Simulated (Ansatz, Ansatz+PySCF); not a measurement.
```csv
atom,x (Å),y (Å),z (Å)
H,-0.0092,0.3709,-1.1581
Si,0.0317,-0.7430,-0.0265
F,-0.0038,0.3785,1.1522
```

Basis set: def2-SVP (spherical functions). Left uncorrelated: 6 orbitals. Charge 0, multiplicity 1.

Computed with Ansatz (development build ahead of 0.2.0); each method stands on the lowest determinant of its kind that the runs found. Restricted open shells among the atoms or ions are ROHF, correlated in semicanonical orbitals with singles.

The atomization energy at this shape (free ground-state atoms in the same class of orbitals less the molecule, no zero-point energy) of singlet SiHF:

| method | atomization energy |
| --- | --- |
| RHF-CCSD(T) | 8.56 eV |
| RHF-MP2 | 8.70 eV |
| RHF | 6.55 eV |
| UHF | 6.37 eV |

(1) What does UHF-MP2 give?

## Answers

(1) 8.61 eV. Caution for UHF-MP2, UHF: the unrestricted determinant is spin contaminated.
